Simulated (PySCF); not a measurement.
## Exercise with solution: oscillator strength and radiative lifetime

B(F)(OH)(NH2) (BFH3NO), SMILES NB(O)F.

Geometry optimised at PBE0-D3(BJ)/def2-SVP. The values are those of a single conformer.

TDDFT-CAM-B3LYP/def2-SVPD (PySCF) puts the first singlet state with f over 0.02 at 6.99 eV (vertical), with the transition dipole (0.000, 0.000, 0.359) in atomic units.

Find the oscillator strength, the wavelength and the radiative lifetime that this transition would have in vacuum if emission retraced absorption.


|μ|² = 0.1289 au, so |μ| = 0.91 D. ΔE = 6.99/27.211 = 0.2569 hartree. f = (2/3) ΔE |μ|² = 0.022 (the program prints 0.022).
λ = 1239.84/6.99 = 177 nm; ν = 56378 cm⁻¹.
Einstein's coefficient A = 0.6670 ν² f s⁻¹ (ν in cm⁻¹) = 4.7e7 s⁻¹, so τ = 1/A = 21 ns. This state is S1. The figure is the radiative limit of this one transition; relaxation, internal conversion, crossing to triplets and a medium change what is measured.
